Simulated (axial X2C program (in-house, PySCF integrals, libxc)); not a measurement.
**Worked dissociation energy of RuGe: PBE0, spin-free**

Calculated with an in-house all-electron X2C program for linear molecules (integrals from PySCF). Spin-free means the one-electron spin-free X2C Hamiltonian. Basis: Ru dyall-cv3z [12s12p8d5f3g], Ge dyall-cv3z [9s9p7d4f1g] (cores contracted in-house); Gaussian nuclei, density fitting, unrestricted open shells. Masses: Ru 101.904 u, Ge 73.921 u.

Molecular state: M_S = 1, Λ = 2 (beyond evenly filled blocks: σα, δ+α, δ+β, δ-α).

* E(Ru) (2M_S = 4, M_L = 2): -4530.051834 hartree
* E(Ge) (2M_S = 2, M_L = 0): -2098.529085 hartree
* E(RuGe) at Re: -6628.693983 hartree
* ωe: 319.1 cm⁻¹
* ωexe: 0.946 cm⁻¹

(1) Work out De and D0.

The state is a single determinant with fixed occupations, the lowest that a limited PBE0 search found. Dissociation energies refer to the lowest single-determinant-based atoms at the same level and basis. PBE0 can misorder states that lie within some tenths of an eV, so this need not be the ground state of the molecule. The nearest other spin-free determinant of the search, M_S = 1, Λ = 0, lies 0.29 eV up at the distance of the search. Without a current term, density functionals place determinants with orbital angular momentum somewhat too high. The determinant is spin-polarised beyond a pure state at some levels (its spin-free form has ⟨S²⟩ too high), which makes Re and μ there less reliable. Spin-free De lacks the spin–orbit lowering of the heavy p-block atom, a tenth of an eV or more for 4p and 5p, up to an eV for 6p and one to two eV for 7p atoms, less what an open-shell molecule gains itself.

Each atomic determinant is the lowest at this level and need not be a pure term. Totals compare only within one Hamiltonian and basis.

Results:

(1) De = -4530.051834 + (-2098.529085) − (-6628.693983) = 0.11306 hartree = 3.077 eV. The zero-point energy is ωe/2 − ωexe/4 = 159 cm⁻¹ = 0.020 eV, so D0 = 3.057 eV.
